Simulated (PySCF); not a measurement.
## NMR parameters of (HBe-mu-F)2

(HBe-mu-F)2, Be2F2H2, point group D2h.

Bonds: Be1-F3 1.594 Å, Be1-F6 1.593 Å, F3-Be4 1.593 Å, Be4-F6 1.595 Å. Be1 carries H2; Be4 carries H5.

GIAO calculations in PySCF 2.14.0 with density-fitted response routines on the PBE0-D3(BJ)/def2-SVP structure: isolated species, non-relativistic, equivalent atoms averaged; basis pcSseg-1.

**Question.** Give the isotropic shieldings (ppm) with PBE0, wB97X-D.

**Answer.** 
```csv
atoms,environment,PBE0,wB97X-D
F3/F6,fluorine bonded to 2 Be,325.5,337.2
Be1/Be4,"Be bonded to 2 F, H",102,104
H2/H5,hydrogen on a Be bonded to 2 F,27.59,27.77
HOMO–LUMO gap (eV),–,8.83,12.69
```

**Question.** And the chemical shifts, against references computed in the same way?

**Answer.** 
```csv
atoms,"nucleus, reference",PBE0,wB97X-D
F3/F6,"¹⁹F, CFCl3",-148.3,-150.0
H2/H5,"¹H, TMS",3.68,3.61
```

**Question.** Which part of the shielding of F3/F6 depends on the functional?

**Answer.** Diamagnetic: PBE0 481, wB97X-D 482 ppm; paramagnetic: PBE0 -156, wB97X-D -144 ppm. The diamagnetic part, set mainly by inner electrons, hardly moves; the paramagnetic part goes with low-lying magnetically allowed excitations and carries the spread.

**Question.** What couplings does B3LYP/pcJ-1 give?

**Answer.** ²J(F3,F6) = -277.2, ²J(H2,F3) = 79.2 Hz (averaged over equivalent pairs; isotopes ¹⁹F, ¹H).

Unscaled 19F shifts against computed CFCl3 carry errors that often reach 10 to 50 ppm.
